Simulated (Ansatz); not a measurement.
Cost and result for the atomization energy of `C=C(Cl)[TeH]` (7 atoms, 6 bonds).

Z-matrix (Å, degrees):
```
C
C 1 1.325
H 1 1.084 2 121.2
H 1 1.083 2 120.5 3 179.8
Cl 2 1.726 1 121.0 3 -2.4
Te 2 2.104 1 121.8 3 173.3
H 6 1.658 2 93.1 1 138.6
```

Charge 0, multiplicity 1. Correlated methods include outer-core shells of Te, which these sets cover unevenly. Te: def2 effective core potential. Geometry: relaxed with PBE0-D4/def2-TZVP. Program: Ansatz. All runs use 2 threads of an Arm Neoverse V1 on a shared host. Times are those of one run each, without the atoms' runs, and a repeat can differ threefold. Electronic energies, without spin–orbit coupling; frozen cores. CCSD(T)/CBS adds CCSD(T) − MP2 in def2-TZVPP to the MP2 limit, and its time is that of the two runs behind it. T1 = 0.011; the RHF reference is unstable towards UHF. With those shells the extrapolation isn't a true limit. B3LYP takes the VWN-RPA correlation (the form of Gaussian; ORCA's B3LYP/G).

CCSD(T)/CBS is a level of theory with its own doubt, some kJ/mol a heavy atom from the limit and from the frozen cores, so smaller differences don't rank the functionals.

```json
{"level": "LDA (SPW92)/def2-TZVPP", "functions": "196", "wall time": "1.6 s", "atomization (kcal/mol)": "663.4", "difference from CCSD(T)/CBS": "97.2", "per bond": "16.2"}
{"level": "revPBE-D4/def2-TZVPP", "functions": "196", "wall time": "2.6 s", "atomization (kcal/mol)": "569.2", "difference from CCSD(T)/CBS": "3.0", "per bond": "0.5"}
{"level": "PBE-D4/def2-TZVPP (with forces)", "functions": "196", "wall time": "3.2 s", "atomization (kcal/mol)": "585.3", "difference from CCSD(T)/CBS": "19.1", "per bond": "3.2"}
{"level": "CAM-B3LYP-D4/def2-TZVPP", "functions": "196", "wall time": "4.3 s", "atomization (kcal/mol)": "560.9", "difference from CCSD(T)/CBS": "-5.3", "per bond": "-0.9"}
{"level": "CCSD(T)/def2-SVP", "functions": "87", "wall time": "5.5 s", "atomization (kcal/mol)": "525.8", "difference from CCSD(T)/CBS": "-40.4", "per bond": "-6.7"}
{"level": "B3LYP-D4/def2-TZVPP (with forces)", "functions": "196", "wall time": "6 s", "atomization (kcal/mol)": "562.7", "difference from CCSD(T)/CBS": "-3.5", "per bond": "-0.6"}
{"level": "r2SCAN-D4/def2-TZVPP (with forces)", "functions": "196", "wall time": "6.5 s", "atomization (kcal/mol)": "565.9", "difference from CCSD(T)/CBS": "-0.3", "per bond": "-0.1"}
{"level": "r2SCANh-D4/def2-TZVPP", "functions": "196", "wall time": "7 s", "atomization (kcal/mol)": "560.8", "difference from CCSD(T)/CBS": "-5.4", "per bond": "-0.9"}
{"level": "B2PLYP/def2-TZVPP", "functions": "196", "wall time": "7 s", "atomization (kcal/mol)": "555.4", "difference from CCSD(T)/CBS": "-10.8", "per bond": "-1.8"}
{"level": "PBE-QIDH/def2-TZVPP", "functions": "196", "wall time": "7.5 s", "atomization (kcal/mol)": "561.1", "difference from CCSD(T)/CBS": "-5.1", "per bond": "-0.8"}
{"level": "MP2/def2-QZVPP", "functions": "356", "wall time": "25 s", "atomization (kcal/mol)": "571.5", "difference from CCSD(T)/CBS": "5.3", "per bond": "0.9"}
{"level": "CCSD(T)/def2-TZVPP", "functions": "196", "wall time": "2.2 min", "atomization (kcal/mol)": "547.3", "difference from CCSD(T)/CBS": "-18.9", "per bond": "-3.2"}
{"level": "CCSD(T)/CBS(def2)", "functions": "–", "wall time": "2.6 min", "atomization (kcal/mol)": "566.2", "difference from CCSD(T)/CBS": "0.0", "per bond": "0.0"}
```

In def2-TZVPP, CCSD(T) changes the Hartree–Fock value by +162.6 kcal/mol (the triples alone add +13.7 kcal/mol) and MP2 by +175.7 kcal/mol; breaking electron pairs costs correlation energy, which Hartree–Fock lacks. From PBE to PBE0 (25 % exact exchange), in def2-TZVPP and without D4, the atomization energy moves by −15.1 kcal/mol: exact exchange takes away binding that semilocal exchange gives to molecules. Leaving LDA and LC-ωPBE aside and taking each functional with its dispersion term where it has one, the values, not all of them listed here, spread over 45.3 kcal/mol, from BHLYP-D4 to PBE-D4. LDA lies +82.7 kcal/mol from PBE without D4, its usual overbinding.

Spin–orbit coupling would lower the free Te atoms strongly, and the atomization energy with them, by more than many differences here.
